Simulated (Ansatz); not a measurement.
Stepwise reaction of `[NH]=[V]([NH2])([OH])[OH]` with hydrogen fluoride, as a gas-phase model of exchange steps in deposition or etching. ΔE in kJ/mol; ΔG adds harmonic PBE0-D4 terms to CCSD(T)/CBS, at 1 bar.

Computed with Ansatz on PBE0-D4/def2-TZVP structures; ΔE is electronic, products minus reactants. CBS: MP2 limit from def2 TZ/QZ plus the TZ coupled-cluster correction, frozen cores. This one scheme is used for every species. DFT in def2-TZVPP. B3LYP here is the variant with VWN-RPA as its local correlation; programs differ in this. For V outer-core shells are correlated without core-valence functions, which leaves a few kJ/mol of doubt a bond. Scalar relativity is left out up to krypton. One conformer a species, not always the lowest.

```json
{"step": "1", "reaction": "`[NH]=[V]([NH2])([OH])[OH]` + H–F → `[NH]=[V]([NH2])([OH])[F]` + H₂O", "PBE-D4": "-42.4", "B3LYP-D4": "-42.3", "ωB97M-V": "-42.6", "CCSD(T)/CBS": "-33.1", "ΔG(600 K)": "-32.0"}
```

Give the row of step 2, `[NH]=[V]([NH2])([OH])[F]` + H–F → `[NH]=[V]([NH2])([F])[F]` + H₂O. (An estimate is asked.)

The calculation gave: 
```
step                                                            reaction  PBE-D4  B3LYP-D4  ωB97M-V  CCSD(T)/CBS  ΔG(600 K)
   2  `[NH]=[V]([NH2])([OH])[F]` + H–F → `[NH]=[V]([NH2])([F])[F]` + H₂O   -34.5     -34.4    -35.1        -26.9      -29.4
```

By hand: ΔE of the 2 steps together at CCSD(T)/CBS.

(-33.1) + (-26.9) = -60.0 kJ/mol, or -30.0 kJ/mol a step.

In ΔE each step is higher than the one before. All are downhill at CCSD(T)/CBS. ΔG lies between -32.0 and -29.4 kJ/mol a step. PBE-D4 differs from CCSD(T)/CBS by -9.3 to -7.6 kJ/mol a step. Isolated molecules leave out the surface, adducts and barriers. Largest T1 diagnostic: 0.030.
